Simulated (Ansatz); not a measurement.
Consider the cleavage of the Si–Si bond: `F[Si](F)(F)[SiH2]Cl` + `BNCC` → `BN(CC)[SiH2]Cl` + `F[SiH](F)F`.

Computed with Ansatz on PBE0-D4/def2-TZVP structures; ΔE is electronic, products minus reactants. CCSD(T)/CBS adds triple-zeta CCSD(T) − MP2 to the extrapolated MP2 energy (def2 sets, frozen cores). Functionals use def2-TZVPP. B3LYP here is the variant with VWN-RPA as its local correlation; programs differ in this. Each species was taken in one conformer, which may not be the lowest.

| level | ΔE (kJ/mol) |
| --- | --- |
| PBE0-D4 | -50.8 |
| ωB97X-V | -61.3 |
| B2PLYP | -65.0 |
| PBE | -37.5 |
| B3LYP | -52.4 |
| SCS-MP2/def2-TZVPP | -80.9 |
| MP2/CBS(def2) | -81.5 |
| CCSD/CBS(def2) | -70.1 |

**Question.** What does CCSD(T)/CBS give? (An estimate is asked.)

**Answer.** Ansatz gave: -70.6 kJ/mol. The listed levels differ from it by 19.8, 9.3, 5.6, 33.1, 18.2, -10.3, -10.9, 0.5 kJ/mol.

Largest T1 diagnostic among the species: 0.012.

The D4 term adds −7.3 kJ/mol with B3LYP and −4.2 kJ/mol with PBE0; it sums over pairs of atoms, weighted by their polarisabilities, and B3LYP, whose exchange is more repulsive, gets the larger term. From PBE to PBE0 (25 % exact exchange), in def2-TZVPP and without D4, ΔE moves by −9.2 kJ/mol.
